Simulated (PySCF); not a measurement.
**Dipole moment and polarisability of `CCOCOC(F)F`**

C4H8F2O2.
Geometry (PBE0-D3(BJ)/def2-SVP, Å), atoms numbered from 1 in this order:
```
atom  x, y, z in Å
C1    -2.4491    0.4355   -0.1025
C2    -1.2215   -0.2148    0.4818
O3    -0.3139   -0.4959   -0.5670
C4     0.8539   -1.0996   -0.1651
O5     1.6800   -0.2387    0.5900
C6     2.2688    0.7514   -0.1285
F7     2.7194    1.6597    0.7351
F8     3.3285    0.2683   -0.8142
H9    -2.1871    1.3805   -0.6010
H10   -2.9227   -0.2232   -0.8451
H11   -3.1810    0.6539    0.6888
H12   -0.7429    0.4439    1.2281
H13   -1.4829   -1.1576    1.0020
H14    0.6734   -1.9637    0.4975
H15    1.3768   -1.4287   -1.0770
H16    1.5807    1.2255   -0.8512
```

Level: CAM-B3LYP/def2-SVPD (PySCF), static field, nuclei fixed, core orbitals frozen in the response. The polarisability tensor in these axes (au):

```
x   70.53  0.34 -1.20
y    0.34 59.20  0.23
z   -1.20  0.23 55.41
```

Task: Give the principal values, the mean and the anisotropy Δα = √{½[(α1 − α2)² + (α2 − α3)² + (α1 − α3)²]}.

Result: Principal values 55.30, 59.21 and 70.64 au; mean 61.71 au = 9.15 Å³ = 10.18 × 10⁻⁴⁰ C²·m²/J; Δα = 13.80 au (22 % of the mean).

Task: What is the dipole moment, and where does it point?

Result: (-2.74, -0.91, -0.18) D, 2.89 D in size, pointing from the negative to the positive side. Measured along this direction, the outermost atoms are F8 and F7 at the negative end and H10 at the positive end.

Task: How large is μ²/3kT at 298 K beside α?

Result: In Gaussian units μ²/3kT = 67.87 Å³ against 9.15 Å³, a ratio of 7.42; the Debye molar polarisation (4π/3)N_A(α + μ²/3kT) is 194.3 cm³/mol, leaving out the vibrational part.

Task: Refractivity n − 1 of an ideal gas of it at 273.15 K and 1 atm, from the electronic α?

Result: N = p/kT = 2.6868 × 10¹⁹ cm⁻³, so n − 1 = 2π × N × 9.15 × 10⁻²⁴ cm³ = 1544 × 10⁻⁶ at long wavelengths, for an ideal gas.

Task: Find the Langevin capture rate constant for NO+ (29.998 u) meeting this molecule (126.049 u), k = 2.342 × 10⁻⁹ cm³/s × √(α in Å³ / reduced mass in u).

Result: The reduced mass is 24.23 u, so k = 1.44 × 10⁻⁹ cm³/s. The formula leaves out the permanent dipole, which adds to the capture rate.

Task: Directions of the eigenvectors, and the extent of the frame along each?

Result: Largest value along (1.00, 0.03, -0.08), where the nuclei span 6.59 Å; middle along (-0.02, 1.00, 0.07), 3.58 Å; least along (0.08, -0.07, 0.99), 2.19 Å. The response follows the extents in order.

One conformer (not necessarily the lowest) at the PBE0-D3(BJ)/def2-SVP geometry, without solvent, vibrations or thermal averaging.
